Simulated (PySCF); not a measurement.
C₄H₇NSi, SMILES CC1=CN=C[SiH2]1. Atoms are numbered in the order given.

```xyz
13

C     -0.0151     2.3661     0.0000
C     -0.1297     0.8729     0.0000
C     -1.2964     0.1869     0.0000
N     -1.3178    -1.2422     0.0000
C     -0.1520    -1.7866     0.0000
Si     1.2088    -0.4506     0.0000
H      0.5393     2.7274    -0.8833
H     -1.0050     2.8504     0.0000
H      0.5393     2.7274     0.8833
H     -2.2824     0.6661     0.0000
H     -0.0829    -2.8832     0.0000
H      2.0760    -0.4603     1.2138
H      2.0760    -0.4603    -1.2138
```

Geometry optimised at B3LYP-D3(BJ)/def2-SVP. The structure was generated by enumeration, and PubChem lists no compound with its InChIKey, so it may never have been made.

The numbers are results of PBE0/def2-TZVP (PySCF), not measurements.

ESP charges are fitted to the potential on shells at 1.4 to 2.0 van der Waals radii. Atomic charges (e):

```json
[
 {"atom": "C1", "IAO": "-0.42", "Mulliken": "-0.39", "Löwdin": "-0.29", "ESP fit": "-0.79"},
 {"atom": "C2", "IAO": "-0.28", "Mulliken": "-0.04", "Löwdin": "-0.27", "ESP fit": "0.15"},
 {"atom": "C3", "IAO": "-0.05", "Mulliken": "-0.09", "Löwdin": "-0.21", "ESP fit": "0.09"},
 {"atom": "N4", "IAO": "-0.25", "Mulliken": "-0.17", "Löwdin": "0.11", "ESP fit": "-0.47"},
 {"atom": "C5", "IAO": "-0.24", "Mulliken": "-0.14", "Löwdin": "-0.30", "ESP fit": "0.10"},
 {"atom": "Si6", "IAO": "0.69", "Mulliken": "0.21", "Löwdin": "0.34", "ESP fit": "0.14"},
 {"atom": "H7", "IAO": "0.15", "Mulliken": "0.14", "Löwdin": "0.13", "ESP fit": "0.23"},
 {"atom": "H8", "IAO": "0.15", "Mulliken": "0.13", "Löwdin": "0.13", "ESP fit": "0.20"},
 {"atom": "H9", "IAO": "0.15", "Mulliken": "0.14", "Löwdin": "0.13", "ESP fit": "0.23"},
 {"atom": "H10", "IAO": "0.15", "Mulliken": "0.12", "Löwdin": "0.14", "ESP fit": "0.10"},
 {"atom": "H11", "IAO": "0.16", "Mulliken": "0.13", "Löwdin": "0.12", "ESP fit": "0.09"},
 {"atom": "H12", "IAO": "-0.11", "Mulliken": "-0.01", "Löwdin": "-0.02", "ESP fit": "-0.03"},
 {"atom": "H13", "IAO": "-0.11", "Mulliken": "-0.01", "Löwdin": "-0.02", "ESP fit": "-0.03"}
]
```

Computed Mayer and Wiberg (Löwdin basis) orders of the bonds:
| bond | Mayer | Wiberg |
|---|---|---|
| C1–C2 | 0.94 | 1.30 |
| C2–C3 | 1.79 | 1.88 |
| C3–N4 | 1.11 | 1.38 |
| N4–C5 | 1.86 | 2.22 |
| C2–Si6 | 1.00 | 1.02 |
| C5–Si6 | 0.97 | 1.07 |
| C1–H7 | 0.96 | 0.89 |
| C1–H8 | 0.97 | 0.89 |
| C1–H9 | 0.96 | 0.89 |
| C3–H10 | 0.96 | 0.85 |
| C5–H11 | 0.93 | 0.89 |
| Si6–H12 | 0.93 | 0.92 |
| Si6–H13 | 0.93 | 0.92 |
